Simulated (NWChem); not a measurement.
System: GeSiH₄, singlet; SMILES [GeH][SiH3]

The following NWChem deck was run.

```
start job
memory heap 200 mb stack 900 mb global 1100 mb
geometry units angstroms noautoz
  Ge     0.001374     0.875323     0.146171
  H      1.562203     0.786647    -0.183967
  Si    -0.053804    -1.580424     0.023034
  H      0.896763    -2.154548     1.033301
  H      0.401141    -2.023887    -1.337217
  H     -1.403516    -2.177894     0.272272
end
basis spherical
  Ge library def2-svp
  H library def2-svp
  Si library def2-svp
end
dft
  xc b3lyp
  iterations 150
end
tddft
  nroots 6
  notriplet
end
task tddft energy
```

Output (shortened):

```
             Northwest Computational Chemistry Package (NWChem) 7.3.0
             --------------------------------------------------------

 CS  symmetry detected

                             Geometry "geometry" -> ""
                             -------------------------

 Output coordinates in angstroms (scale by  1.889725989 to convert to a.u.)

  No.       Tag          Charge          X              Y              Z
 ---- ---------------- ---------- -------------- -------------- --------------
    1 Ge                  32.0000    -0.04042334     0.86966062     0.00000000
    2 H                    1.0000     1.55635080     0.81174668     0.00000000
    3 Si                  14.0000    -0.02172176    -1.58971957     0.00000000
    4 H                    1.0000     0.71168014    -2.08517922     1.21264854
    5 H                    1.0000     0.71168014    -2.08517922    -1.21264854
    6 H                    1.0000    -1.38205949    -2.21445406     0.00000000

 Effective nuclear repulsion energy (a.u.)     140.8485712639

      Symmetry information
      --------------------

 Group name             Cs
 Group number              2
 Group order               2
 No. of unique centers     5

                                 NWChem DFT Module
                                 -----------------

 Summary of "ao basis" -> "ao basis" (spherical)
 ------------------------------------------------------------------------------
       Tag                 Description            Shells   Functions and Types
 ---------------- ------------------------------  ------  ---------------------
 Ge                         def2-svp                12       32   5s4p3d
 H                          def2-svp                 3        5   2s1p
 Si                         def2-svp                 8       18   4s3p1d

      Symmetry analysis of basis
      --------------------------

        a'         48
        a"         22

            General Information
            -------------------
          SCF calculation type: DFT
          Wavefunction type:  closed shell.
          No. of atoms     :     6
          No. of electrons :    50
           Alpha electrons :    25
            Beta electrons :    25
          Charge           :     0
          Spin multiplicity:     1
          Use of symmetry is: off; symmetry adaption is: on
          Maximum number of iterations: 150
          AO basis - number of functions:    70
                     number of shells:    32
          Convergence on energy requested:  1.00D-06
          Convergence on density requested:  1.00D-05
          Convergence on gradient requested:  5.00D-04

              XC Information
              --------------
                         B3LYP Method XC Potential
                     Hartree-Fock (Exact) Exchange  0.200
                        Slater Exchange Functional  0.800 local
                    Becke 1988 Exchange Functional  0.720 non-local
              Lee-Yang-Parr Correlation Functional  0.810
                  VWN I RPA Correlation Functional  0.190 local

             Grid Information
             ----------------
          Grid used for XC integration:  medium
          Radial quadrature: Mura-Knowles
          Angular quadrature: Lebedev.
          Tag              B.-S. Rad. Rad. Pts. Rad. Cut. Ang. Pts.
          ---              ---------- --------- --------- ---------
          Ge                  1.25      112          10.0       590
          H                   0.35       45          11.0       434
          Si                  1.10       88          10.0       590
          Grid pruning is: on
          Number of quadrature shells:   380
          Spatial weights used:  Erf1

      Superposition of Atomic Density Guess
      -------------------------------------

 Sum of atomic energies:       -2365.77915074

      Non-variational initial energy
      ------------------------------

 Total energy =   -2366.076658
 1-e energy   =   -3577.979186
 2-e energy   =    1071.053956
 HOMO         =      -0.214810
 LUMO         =      -0.092198

      Symmetry analysis of molecular orbitals - initial
      -------------------------------------------------

  Numbering of irreducible representations:

     1 a'          2 a"

  Orbital symmetries:

[...]

                                NWChem TDDFT Module
                                -------------------

            General Information
            -------------------
           No. of orbitals :     140
            Alpha orbitals :      70
             Beta orbitals :      70
        Alpha frozen cores :       0
         Beta frozen cores :       0
     Alpha frozen virtuals :       0
      Beta frozen virtuals :       0
         Spin multiplicity :       1
    Number of AO functions :      70
        Use of symmetry is : off
      Symmetry adaption is : on
         Schwarz screening :  0.10D-07

              XC Information
              --------------
                  B3LYP Method XC Potential
              Hartree-Fock (Exact) Exchange   0.20
                 Slater Exchange Functional   0.80 local
             Becke 1988 Exchange Functional   0.72 non-local
       Lee-Yang-Parr Correlation Functional   0.81
           VWN I RPA Correlation Functional   0.19 local

             TDDFT Information
             -----------------
          Calculation type : TDDFT
         Wavefunction type : Restricted singlets
          No. of electrons :      50
           Alpha electrons :      25
            Beta electrons :      25
              No. of roots :       6
          Max subspacesize :    5200
            Max iterations :     100
               Target root :       1
           Target symmetry : none
      Symmetry restriction : off
                 Algorithm : Optimal
        Davidson threshold :  0.10D-03

    6 smallest eigenvalue differences (eV)
--------------------------------------------------------
  No. Spin  Occ  Vir  Irrep   E(Occ)    E(Vir)   E(Diff)
--------------------------------------------------------
    1    1   25   26 a"       -0.237    -0.129     2.933
    2    1   24   26 a"       -0.292    -0.129     4.424
    3    1   23   26 a"       -0.348    -0.129     5.948
    4    1   22   26 a'       -0.349    -0.129     5.981
    5    1   25   27 a'       -0.237     0.020     6.981
    6    1   25   28 a'       -0.237     0.042     7.582
--------------------------------------------------------

  Entering Davidson iterations
  Restricted singlet excited states

  Iter   NTrls   NConv    DeltaV     DeltaE      Time
  ----  ------  ------  ---------  ---------  ---------
    1      6       0     0.18E+00   0.10+100        8.1
    2     18       0     0.55E-01   0.25E-01       12.1
    3     30       0     0.15E-01   0.16E-02       12.0
    4     42       1     0.64E-02   0.15E-03       12.0
    5     52       2     0.24E-02   0.36E-04       10.8
    6     60       4     0.76E-03   0.31E-05        9.5
    7     64       4     0.22E-03   0.18E-06        7.0
    8     68       6     0.72E-04   0.11E-07        7.1
  ----  ------  ------  ---------  ---------  ---------
  Convergence criterion met

  Ground state a'      -2368.563629924343 a.u.

  ----------------------------------------------------------------------------
  Root   1 singlet a"             0.070339887 a.u.                1.9140 eV
  ----------------------------------------------------------------------------
     Transition Moments    X -0.00000   Y -0.00000   Z  0.25452
     Dipole Oscillator Strength                    0.0030378118
     Electric Quadrupole                           0.0000000129
     Magnetic Dipole                               0.0000014201
     Total Oscillator Strength                     0.0030392448

     Occ.   25  a'  ---  Virt.   26  a"  -1.00561 X
     Occ.   25  a'  ---  Virt.   26  a"   0.11910 Y
  ----------------------------------------------------------------------------
  Root   2 singlet a"             0.121221482 a.u.                3.2986 eV
  ----------------------------------------------------------------------------
     Transition Moments    X -0.00000   Y  0.00000   Z  0.18904
     Dipole Oscillator Strength                    0.0028879571
     Electric Quadrupole                           0.0000000201
     Magnetic Dipole                               0.0000015012
     Total Oscillator Strength                     0.0028894784

     Occ.   24  a'  ---  Virt.   26  a"   0.99838 X
  ----------------------------------------------------------------------------
  Root   3 singlet a"             0.186203157 a.u.                5.0668 eV
  ----------------------------------------------------------------------------
     Transition Moments    X  0.00000   Y  0.00000   Z  0.21020
     Dipole Oscillator Strength                    0.0054848888
     Electric Quadrupole                           0.0000000187
     Magnetic Dipole                               0.0000002155
     Total Oscillator Strength                     0.0054851231

     Occ.   23  a'  ---  Virt.   26  a"  -0.99732 X
  ----------------------------------------------------------------------------
  Root   4 singlet a'             0.193257849 a.u.                5.2588 eV
  ----------------------------------------------------------------------------
     Transition Moments    X -0.14454   Y  0.30417   Z -0.00000
     Dipole Oscillator Strength                    0.0146118895
     Electric Quadrupole                           0.0000000888
     Magnetic Dipole                               0.0000000003
     Total Oscillator Strength                     0.0146119785

[...]
```

Level: B3LYP/def2-SVP, full TDDFT. Low-valent species are run as closed-shell singlets; no triplet was tried in these runs. The geometry was optimised at PBE0/def2-SVP.
